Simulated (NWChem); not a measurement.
System: C5H5F; SMILES FC1=CCC=C1

Output (shortened):

```
             Northwest Computational Chemistry Package (NWChem) 7.3.0
             --------------------------------------------------------

                             Geometry "geometry" -> ""
                             -------------------------

 Output coordinates in angstroms (scale by  1.889725989 to convert to a.u.)

  No.       Tag          Charge          X              Y              Z
 ---- ---------------- ---------- -------------- -------------- --------------
    1 F                    9.0000     0.01964600    -2.06433800     0.00000000
    2 C                    6.0000    -0.03725700    -0.74091500     0.00000000
    3 C                    6.0000    -1.14868300     0.01942300     0.00000000
    4 C                    6.0000    -0.70310800     1.44632000     0.00000000
    5 C                    6.0000     0.79309800     1.36825700     0.00000000
    6 C                    6.0000     1.17264600     0.07452700     0.00000000
    7 H                    1.0000    -2.17972200    -0.33004700     0.00000000
    8 H                    1.0000    -1.07546200     2.00141200     0.88151700
    9 H                    1.0000    -1.07546200     2.00141200    -0.88151700
   10 H                    1.0000     1.45011800     2.23882200     0.00000000
   11 H                    1.0000     2.18617600    -0.32818800     0.00000000

 Effective nuclear repulsion energy (a.u.)     216.4608864716

                                 NWChem DFT Module
                                 -----------------

 Summary of "ao basis" -> "ao basis" (spherical)
 ------------------------------------------------------------------------------
       Tag                 Description            Shells   Functions and Types
 ---------------- ------------------------------  ------  ---------------------
 F                           6-31g*                  6       14   3s2p1d
 C                           6-31g*                  6       14   3s2p1d
 H                           6-31g*                  2        2   2s

 in cosmo_initialize ...
 calling solv_data for solv:thf

 solvent parameters
 solvname_short: thf
 solvname_long:  tetrahydrofuran
 dielec:        7.4257
 dielecinf:     1.9740
 nonaqueous SMD model solvent descriptors
 dielec:        7.4257
 sola:          0.0000
 solb:          0.4800
 solc:          0.0000
 solg:         39.4400
 solh:          0.0000
 soln:          1.4050

          ---------------
          -cosmo- solvent
          ---------------
 Cosmo: York-Karplus, doi: 10.1021/jp992097l
 dielectric constant -eps-     =   7.43
 screen = (eps-1)/(eps    )    =   0.86533
 surface charge correction     = lagrangian

   van der Waals surface
 --------------------------

 ---------- ATOMIC COORDINATES (A.U.) ------------ VDWR(ANG.) --
     1    0.03712556   -3.90103317    0.00000000     1.730
     2   -0.07040552   -1.40012633    0.00000000     1.850
     3   -2.17069612    0.03670415    0.00000000     1.850
     4   -1.32868146    2.73314849    0.00000000     1.850
     5    1.49873790    2.58563081    0.00000000     1.850
     6    2.21597962    0.14083561    0.00000000     1.850
     7   -4.11907731   -0.62369839    0.00000000     1.200
     8   -2.03232849    3.78212027    1.66582558     1.200
     9   -2.03232849    3.78212027   -1.66582558     1.200
    10    2.74032567    4.23076012    0.00000000     1.200
    11    4.13127360   -0.62018539    0.00000000     1.200
 number of segments per atom =        128
 number of   points per atom =        128
 atom (   nspa,  nppa )
 ----------------------
    1 (     90,     0 )       0
    2 (     32,     0 )       0
    3 (     52,     0 )       0
    4 (     48,     0 )       0
    5 (     50,     0 )       0
    6 (     48,     0 )       0
    7 (     54,     0 )       0
    8 (     56,     0 )       0
    9 (     56,     0 )       0
   10 (     54,     0 )       0
   11 (     56,     0 )       0
 number of -cosmo- surface points =      596
 molecular surface =    117.314 angstrom**2
 molecular volume  =     93.131 angstrom**3
 -lineq- algorithm             =   0
 -bem- low  level              =   3
 -bem- from -octahedral-
 gaussian surface charge width =   4.50000
 degree of switching           =   1.00000
 switching function tolerance  =   0.00010
 atomic radii =
 --------------
    1  9.000  1.730
    2  6.000  1.850
    3  6.000  1.850
    4  6.000  1.850
    5  6.000  1.850
    6  6.000  1.850
    7  1.000  1.200
    8  1.000  1.200
    9  1.000  1.200
   10  1.000  1.200
   11  1.000  1.200
 ...... end of -cosmo- initialization ......

 nat:                    11
 ixmem:                  6636
 calling mnsol_interface()
 G(SMD-CDS) energy (kcal/mol)  =    -1.144
 SMD-CDS SASA (angstrom**2)    =   139.579

            General Information
            -------------------
          SCF calculation type: DFT
          Wavefunction type:  closed shell.
          No. of atoms     :    11
          No. of electrons :    44
           Alpha electrons :    22
            Beta electrons :    22
          Charge           :     0
          Spin multiplicity:     1
          Use of symmetry is: off; symmetry adaption is: off
          Maximum number of iterations: 150
          AO basis - number of functions:    94
                     number of shells:    46
          Convergence on energy requested:  1.00D-06
          Convergence on density requested:  1.00D-05
          Convergence on gradient requested:  5.00D-04

              XC Information
              --------------
                         B3LYP Method XC Potential
                     Hartree-Fock (Exact) Exchange  0.200
                        Slater Exchange Functional  0.800 local
                    Becke 1988 Exchange Functional  0.720 non-local
              Lee-Yang-Parr Correlation Functional  0.810
                  VWN I RPA Correlation Functional  0.190 local

             Grid Information
             ----------------
          Grid used for XC integration:  medium
          Radial quadrature: Mura-Knowles
          Angular quadrature: Lebedev.
          Tag              B.-S. Rad. Rad. Pts. Rad. Cut. Ang. Pts.
          ---              ---------- --------- --------- ---------
          F                   0.50       49          11.0       434
          C                   0.70       49           9.0       434
          H                   0.35       45          11.0       434
          Grid pruning is: on
          Number of quadrature shells:   519
          Spatial weights used:  Erf1

      Superposition of Atomic Density Guess
      -------------------------------------

 Sum of atomic energies:        -290.16476546

      Non-variational initial energy
      ------------------------------

 Total energy =    -293.845277
 1-e energy   =    -824.058207
 2-e energy   =     313.752043
 HOMO         =      -0.225784
 LUMO         =       0.000526

   convergence    iter        energy       DeltaE   RMS-Dens  Diis-err
 ---------------- ----- ----------------- --------- --------- ---------
     COSMO gas phase
 d= 0,ls=0.0,diis     1   -293.2502868617 -5.10D+02  1.11D-02  6.62D-01
 d= 0,ls=0.0,diis     2   -293.2750293334 -2.47D-02  5.71D-03  5.35D-01
 d= 0,ls=0.0,diis     3   -293.3182520725 -4.32D-02  2.49D-03  9.01D-02
 d= 0,ls=0.0,diis     4   -293.3270651212 -8.81D-03  8.91D-04  8.60D-03
 d= 0,ls=0.0,diis     5   -293.3281745481 -1.11D-03  2.10D-04  8.38D-04
  Resetting Diis
 d= 0,ls=0.0,diis     6   -293.3282583198 -8.38D-05  5.68D-05  3.07D-05
 d= 0,ls=0.0,diis     7   -293.3282617896 -3.47D-06  2.92D-05  2.26D-06
 d= 0,ls=0.0,diis     8   -293.3282614947  2.95D-07  1.80D-05  4.57D-06
 d= 0,ls=0.0,diis     9   -293.3282620604 -5.66D-07  2.52D-06  1.10D-07

   convergence    iter        energy       DeltaE   RMS-Dens  Diis-err
 ---------------- ----- ----------------- --------- --------- ---------
     COSMO solvation phase
 d= 0,ls=0.0,diis     1   -293.3338819886 -5.62D-03  1.38D-03  1.42D-03
 d= 0,ls=0.0,diis     2   -293.3342511452 -3.69D-04  3.28D-04  8.89D-04
 d= 0,ls=0.0,diis     3   -293.3343472914 -9.61D-05  1.08D-04  1.35D-04
 d= 0,ls=0.0,diis     4   -293.3343597472 -1.25D-05  4.60D-05  3.88D-05
 d= 0,ls=0.0,diis     5   -293.3343646711 -4.92D-06  5.30D-06  3.98D-07
 d= 0,ls=0.0,diis     6   -293.3343647241 -5.30D-08  1.12D-06  1.19D-08

         Total DFT energy =     -293.334364724077
      One electron energy =     -828.592251047164
           Coulomb energy =      358.078994518813
    Exchange-Corr. energy =      -39.502342816633
 Nuclear repulsion energy =      216.460886471629

             COSMO energy =        0.220348149278

 Numeric. integr. density =       43.999992204579

                                COSMO-SMD solvation results
                                ---------------------------

             internal energy in gas <Psi(g)|H|Psi(g)> =      -293.328262060416
         internal energy in solvent <Psi(s)|H|Psi(s)> =      -293.327678458341
                               delta internal energy  =         0.000583602075 (    0.37 kcal/mol)
   total free energy in solvent <Psi(s)|H+V/2|Psi(s)> =      -293.332542183405
 polarization energy contribution <Psi(s)|V/2|Psi(s)> =        -0.004863725064 (   -3.05 kcal/mol)
    total free energy in solvent including G(SMD-CDS) =      -293.334364724077
                       G(SMD-CDS) energy contribution =        -0.001822540672 (   -1.14 kcal/mol)
     1 M fixed-concentration free energy of solvation =        -0.006102663662 (   -3.83 kcal/mol)

                       DFT Final Molecular Orbital Analysis
                       ------------------------------------

 Vector   20  Occ=2.000000D+00  E=-3.450469D-01
              MO Center=  9.9D-02, -3.2D-01, -5.0D-11, r^2= 3.3D+00
   Bfn.  Coefficient  Atom+Function         Bfn.  Coefficient  Atom+Function
  ----- ------------  ---------------      ----- ------------  ---------------
     3      0.390941   1 F  px               17     -0.305155   2 C  px
     7      0.271596   1 F  px               32     -0.254165   3 C  py
    74      0.202726   6 C  py               73      0.181972   6 C  px
    60     -0.169398   5 C  py               46      0.168057   4 C  py
    91     -0.133525  10 H  s                92     -0.130011  10 H  s

 Vector   21  Occ=2.000000D+00  E=-2.920911D-01
              MO Center=  3.1D-01,  2.1D-01,  1.8D-09, r^2= 3.0D+00
   Bfn.  Coefficient  Atom+Function         Bfn.  Coefficient  Atom+Function
  ----- ------------  ---------------      ----- ------------  ---------------
    75      0.345669   6 C  pz               19      0.251811   2 C  pz
    79      0.245805   6 C  pz                5     -0.235177   1 F  pz
    61      0.211408   5 C  pz                9     -0.181356   1 F  pz
    47     -0.179632   4 C  pz               88     -0.151255   8 H  s
    90      0.151255   9 H  s                65      0.138548   5 C  pz

 Vector   22  Occ=2.000000D+00  E=-2.186235D-01
              MO Center= -1.4D-01,  2.0D-01, -1.9D-10, r^2= 2.6D+00
   Bfn.  Coefficient  Atom+Function         Bfn.  Coefficient  Atom+Function
  ----- ------------  ---------------      ----- ------------  ---------------
    33      0.380470   3 C  pz               37      0.317099   3 C  pz
    61     -0.314503   5 C  pz               19      0.265107   2 C  pz
    65     -0.252254   5 C  pz               75     -0.198485   6 C  pz
     5     -0.162530   1 F  pz               23      0.154255   2 C  pz
    79     -0.144820   6 C  pz                9     -0.130844   1 F  pz

 Vector   23  Occ=0.000000D+00  E=-1.588277D-02
              MO Center=  1.2D-01,  5.9D-01, -1.6D-09, r^2= 3.1D+00
   Bfn.  Coefficient  Atom+Function         Bfn.  Coefficient  Atom+Function
  ----- ------------  ---------------      ----- ------------  ---------------
    65      0.473006   5 C  pz               37      0.372219   3 C  pz
    61      0.372130   5 C  pz               79     -0.355066   6 C  pz
    33      0.302730   3 C  pz               88     -0.273550   8 H  s
    90      0.273550   9 H  s                75     -0.263740   6 C  pz
    19     -0.235508   2 C  pz               23     -0.225267   2 C  pz

 Vector   24  Occ=0.000000D+00  E= 9.134407D-02
              MO Center=  2.0D-01, -9.6D-02, -5.5D-10, r^2= 2.7D+00
   Bfn.  Coefficient  Atom+Function         Bfn.  Coefficient  Atom+Function
  ----- ------------  ---------------      ----- ------------  ---------------
    23      0.620196   2 C  pz               79     -0.604667   6 C  pz
    19      0.476293   2 C  pz               37     -0.462319   3 C  pz
    65      0.398906   5 C  pz               75     -0.358901   6 C  pz
    33     -0.262669   3 C  pz               61      0.209443   5 C  pz
     9     -0.172080   1 F  pz                5     -0.161644   1 F  pz

 Vector   25  Occ=0.000000D+00  E= 1.104958D-01
              MO Center= -1.4D-02,  8.5D-01,  7.5D-09, r^2= 6.6D+00
   Bfn.  Coefficient  Atom+Function         Bfn.  Coefficient  Atom+Function
  ----- ------------  ---------------      ----- ------------  ---------------
    48      1.341781   4 C  s                92     -0.901160  10 H  s
    86     -0.798853   7 H  s                94     -0.769977  11 H  s
    88     -0.720917   8 H  s                90     -0.720917   9 H  s
    62      0.655113   5 C  s                76      0.478793   6 C  s
    35     -0.393239   3 C  px               63      0.340360   5 C  px

     Multipole analysis of the density
     ---------------------------------

     L   x y z        total         alpha         beta         nuclear
     -   - - -        -----         -----         ----         -------
     0   0 0 0     -0.000000    -22.000000    -22.000000     44.000000

     1   1 0 0     -0.042148      0.033125      0.033125     -0.108398
     1   0 1 0      0.831954      0.406490      0.406490      0.018975
     1   0 0 1     -0.000000     -0.000000     -0.000000      0.000000

     2   2 0 0    -22.522650    -77.086850    -77.086850    131.651051
     2   1 1 0     -0.511713      0.558024      0.558024     -1.627760
     2   1 0 1     -0.000000     -0.000000     -0.000000      0.000000
     2   0 2 0    -24.771078   -152.919091   -152.919091    281.067104
     2   0 1 1      0.000000      0.000000      0.000000      0.000000
     2   0 0 2    -26.328887    -15.939418    -15.939418      5.549950
```

Level: B3LYP/6-31G* (spherical d), SMD on the gas-phase geometry. Coordinates come from a PBE0/def2-SVP optimisation. Solvent: tetrahydrofuran.

Write an input that gives this output.

One answer among several that fit: the input that was run:
```
start job
memory heap 200 mb stack 900 mb global 1100 mb
geometry units angstroms noautosym nocenter noautoz
  F      0.019646    -2.064338     0.000000
  C     -0.037257    -0.740915     0.000000
  C     -1.148683     0.019423     0.000000
  C     -0.703108     1.446320     0.000000
  C      0.793098     1.368257     0.000000
  C      1.172646     0.074527     0.000000
  H     -2.179722    -0.330047     0.000000
  H     -1.075462     2.001412     0.881517
  H     -1.075462     2.001412    -0.881517
  H      1.450118     2.238822     0.000000
  H      2.186176    -0.328188     0.000000
end
basis spherical
  * library 6-31g*
end
dft
  xc b3lyp
  iterations 150
end
cosmo
  do_cosmo_smd true
  solvent thf
end
task dft energy
```
